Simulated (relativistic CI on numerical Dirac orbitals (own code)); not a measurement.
Hyperfine structure of Dy, mass number 163

Calculated at this level of theory: Dirac-Coulomb-Breit CI, orbitals from a KLI potential per configuration, model QED, valence Slater integrals scaled by 0.85, P86 correlation energy added to each configuration (own radial code, finite nucleus).

CI space (outside the closed core [Xe]): 4f10 6s2, 4f10 6s 6p, 4f9 6s2 6p, 4f10 7s2, 4f11 6s, 4f12. The list is cut by size and lacks configurations that can hold low levels.

Nuclear spin I = 5/2, μ = 0.671 μN, Q = 2.65 b (tables of Stone and Pyykkö). The electronic factors are computed for point nuclear moments, without core polarisation; leaving it out makes A of s and p electrons in near-neutral atoms 20 to 40 % too small, and it can dominate for d and f shells.

```csv
Level,E (cm⁻¹),A (MHz),B (MHz)
4f10 6s2 5I_8,0.0,167.7,1390
4f9 6s2 6p 7H_8,2826.8,181.2,2960
4f10 6s2 5I_7,4233.8,183.5,1310
4f9 6s2 6p 5I_8,5221.8,160.7,3850
4f9 6s2 6p 7I_9,5418.1,148.5,4950
4f9 6s2 6p 5H_7,5550.1,170.7,2570
4f9 6s2 6p 5G_6,6613.1,168.3,3410
4f10 6s2 5I_6,7211.0,202.2,1250
```

Levels with J = 0, under 50 % of one LS term, or S terms without an open s electron are left out. Small factors come from cancelling terms and can be off by tens of per cent or more.

Correlation outside the listed configurations is missing or only estimated: errors of thousands of cm⁻¹ between configurations and terms are usual at this charge. Rates and lifetimes follow the computed energies and can be off by large factors. The fine structure of a lone outer electron comes out too small, for d and f at times inverted, and misplaced configurations move strength between like terms. 4 of the 29 excited levels that our extract of the measured tables holds in this range could be paired (the sources list more); they are missed by 162 cm⁻¹ on average and 201 at most, and levels without a partner can miss by more.

Give the hyperfine levels of 4f10 6s2 5I_8 relative to its centre of gravity.

With K = F(F + 1) − I(I + 1) − J(J + 1), E = AK/2 + B[¾K(K + 1) − I(I + 1)J(J + 1)]/[2I(2I − 1)J(2J − 1)]: F = 11/2: -3277, F = 13/2: -2617, F = 15/2: -1673, F = 17/2: -366.1, F = 19/2: 1393, F = 21/2: 3703 MHz.

LS names give the leading component of a level, which can be under half, so a name can repeat, a term be missing and a line seem to break the LS rules.
